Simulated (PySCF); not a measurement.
GeFCl3, SMILES [Cl][Ge]([F])([Cl])[Cl]. Atoms are numbered in the order given.

```xyz
5

F      0.0000     0.0000     1.9182
Ge     0.0000     0.0000     0.1929
Cl     1.7585     1.0153    -0.4595
Cl    -1.7585     1.0153    -0.4595
Cl     0.0000    -2.0306    -0.4595
```
Charge 0, spin multiplicity 1.

The structure is a stationary point at B3LYP-D3(BJ)/def2-SVP.

Two levels are set side by side: PBE/pcSseg-1 (PySCF) and PBE0/pcSseg-1 (PySCF). GIAO shifts against CFCl3 (¹⁹F), GeH4 (⁷³Ge), HCl (³⁵Cl) at the same level; non-relativistic, no solvent, atoms listed together averaged. Without spin–orbit terms, shifts of atoms bonded to Cl or Br come out too high at both levels. Differences are taken from unrounded values.

```csv
quantity,PBE0
δ(¹⁹F) of F1 (ppm),-79.9
δ(⁷³Ge) of Ge2 (ppm),421.4
"δ(³⁵Cl) of Cl3, Cl4, Cl5 (ppm)",203.9
```

Task: What does PBE give, and how far is it from PBE0? (An estimate is asked for; the answer gives what the named calculation found.)

Result: 
```csv
quantity,PBE,PBE minus PBE0
δ(¹⁹F) of F1 (ppm),-70.7,9.3
δ(⁷³Ge) of Ge2 (ppm),442.4,21.0
"δ(³⁵Cl) of Cl3, Cl4, Cl5 (ppm)",258.6,54.7
```

Rough cost on one machine, each run with all the roots and properties that it gave: PBE0 against PBE within a factor of 2.
